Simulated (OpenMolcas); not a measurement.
## N+: CASPT2 settings compared

```
Program             : OpenMolcas
Basis               : ANO-L-VQZP [5s4p3d2f]
Scalar Hamiltonian  : non-relativistic, point nucleus
Active space        : 2 electrons in 3 orbitals (2p)
State averaging     : 2S+1 = 3 even, 3 roots; 2S+1 = 1 even, 6 roots
Spin-orbit coupling : state interaction with AMFI integrals over the reference wave functions, term energies averaged over their components
```

Methods on the same reference wave functions:
A. CASSCF
B. SS-CASPT2, IPEA 0.5 Eh, real shift 0.05 Eh (closed shells correlated: 1s 2s)
C. XMS-CASPT2, IPEA 0.15 Eh, real shift 0.3 Eh (closed shells correlated: 1s 2s)
D. XMS-CASPT2, IPEA 0.15 Eh, sigma1 regulariser 0.3 Eh (closed shells correlated: 1s 2s)

Energies in cm⁻¹ above 2s² 2p² ³P₀, the measured ground level; measured values from NIST Handbook of Basic Atomic Spectroscopic Data.

```json
{"Level": "2s² 2p² ³P₀", "A": "0.0", "B": "0.0", "C": "0.0", "D": "0.0", "Measured": "0.0"}
{"Level": "2s² 2p² ³P₁", "A": "47.1", "B": "47.2", "C": "47.2", "D": "47.2", "Measured": "48.7"}
{"Level": "2s² 2p² ³P₂", "A": "140", "B": "140", "C": "140", "D": "140", "Measured": "131"}
{"Level": "2s² 2p² ¹D₂", "A": "17804", "B": "15380", "C": "15430", "D": "15480", "Measured": "15316"}
{"Level": "2s² 2p² ¹S₀", "A": "43856", "B": "35140", "C": "36550", "D": "36050", "Measured": "32689"}
```

Deviations, from unrounded energies. A percentage is the sum of absolute deviations over the sum of measured energies, with the sign that they share, or ± where signs differ.

| Against measurement | Levels | A | B | C | D |
| --- | --- | --- | --- | --- | --- |
| mean absolute deviation (cm-1) | 4 | 3400 | 630 | 1000 | 880 |
| fine structure of the ground term (%) | 2 | ±6.2 | ±6.1 | ±6.1 | ±6.1 |
| other terms of the ground configuration (%) | 2 | +28.4 | +5.2 | +8.3 | +7.3 |

B lies closest to measurement on these levels and A furthest from it. The largest miss of B in the table is 2s² 2p² ¹S₀, by +2400 cm-1. The ranking rests on the paired levels alone, and a cruder setting can come out closer through cancelling errors.

Among B to D the level of the table that moves most is 2s² 2p² ¹S₀, by 1400 cm-1 (lowest in B, highest in C). Moves below CASPT2's spread within the term are not significant.

The mean deviations of B to D differ by less than CASPT2's widest spread within a term (390 cm-1), so their order carries little weight.

From A to B the spin-free energies of the other terms of 2s² 2p² shown, above ³P, scale by factors of 0.80 to 0.86.

The lowest spin-free term lies below A's lowest term by 0.088 hartree in B, 0.097 hartree in C, 0.097 hartree in D.

CASPT2 does not keep the components of a term degenerate, so their means are used; among the terms shown or strongly mixed into the levels shown the widest spread is 390 cm-1 (2s² 2p² ¹D, C). With the s shell closed, the reference lacks s² → p² mixing. Without dynamic correlation excited terms often stand tens of per cent too high (terms of higher spin than the ground term too low), and those without a measured partner can miss by more than the paired ones (holds for A). Measured partners are found by configuration, term and J. A level has none where our copy of the source lacks it or the pairing is in doubt (some pairs that miss far off the trend of their configuration count as doubtful), and it then counts in no deviation. Only configurations of the active space appear.
